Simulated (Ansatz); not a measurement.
Two members of one family (Series GeHMe2X), computed with Ansatz in the gas phase. The two geometries come from different levels. Binding counts from free atoms in the multiplicity of their measured ground term, without zero-point energy. A dash marks a value that wasn't run or was left out as unsound. The structures are stationary points that may keep the symmetry of their start.

First: GeHMe2(NCO) (singlet, charge 0, PBE-D4/def2-SVP geometry).

```xyz
13

Ge    0.4002    0.4599    0.3182
H     1.2020    1.5928    1.0087
C    -0.1184   -0.9443    1.5821
H     0.7833   -1.4278    2.0072
H    -0.7253   -1.7140    1.0667
H    -0.7149   -0.5143    2.4095
C     1.3287   -0.2376   -1.2591
H     1.5232    0.5789   -1.9809
H     0.7106   -1.0116   -1.7540
H     2.2968   -0.6895   -0.9635
N    -1.1545    1.2782   -0.2702
C    -2.2345    1.2804   -0.8199
O    -3.2971    1.3490   -1.3447
```

```json
{"level": "PBE-D4/def2-SVP", "HOMO (eV)": "-6.47", "LUMO (eV)": "0.16", "gap (eV)": "6.63", "vertical IE (eV)": "–", "vertical triplet (eV)": "–", "binding per atom (eV)": "4.27"}
{"level": "PBE-D4/def2-TZVP", "HOMO (eV)": "-6.64", "LUMO (eV)": "-0.11", "gap (eV)": "6.53", "vertical IE (eV)": "9.57", "vertical triplet (eV)": "6.21", "binding per atom (eV)": "4.23"}
{"level": "r2SCAN-D4/def2-TZVP", "HOMO (eV)": "-6.94", "LUMO (eV)": "0.21", "gap (eV)": "7.15", "vertical IE (eV)": "–", "vertical triplet (eV)": "6.28", "binding per atom (eV)": "4.13"}
{"level": "PBE0-D4/def2-TZVP", "HOMO (eV)": "-8.00", "LUMO (eV)": "0.73", "gap (eV)": "8.73", "vertical IE (eV)": "9.94", "vertical triplet (eV)": "6.36", "binding per atom (eV)": "4.13"}
{"level": "HSE06-D4/def2-TZVP", "HOMO (eV)": "-7.60", "LUMO (eV)": "0.36", "gap (eV)": "7.96", "vertical IE (eV)": "–", "vertical triplet (eV)": "–", "binding per atom (eV)": "4.13"}
```

Second: GeHMe2(SiH3) (singlet, charge 0, r2SCAN-D4/def2-SVP geometry).

```xyz
14

Ge    0.471    0.202    0.285
H     1.859    0.721    0.721
C    -0.875    1.569    0.700
H    -0.888    1.773    1.782
H    -1.876    1.224    0.399
H    -0.659    2.510    0.173
C     0.064   -1.436    1.284
H     0.817   -2.214    1.092
H    -0.923   -1.829    0.992
H     0.048   -1.229    2.366
Si    0.494   -0.245   -2.056
H     0.826    0.984   -2.843
H    -0.854   -0.726   -2.497
H     1.496   -1.304   -2.399
```

Estimate the same table for the second.


```
              level  HOMO (eV)  LUMO (eV)  gap (eV)  vertical IE (eV)  vertical triplet (eV)  binding per atom (eV)
    PBE-D4/def2-SVP      -6.58      -0.02      6.56                 –                      –                   3.45
   PBE-D4/def2-TZVP      -6.62      -0.31      6.31              9.41                   5.94                   3.44
r2SCAN-D4/def2-TZVP      -6.87       0.00      6.87                 –                   6.06                   3.45
  PBE0-D4/def2-TZVP      -7.71       0.48      8.19              9.61                   6.17                   3.43
 HSE06-D4/def2-TZVP      -7.32       0.10      7.42              9.60                      –                   3.43
```
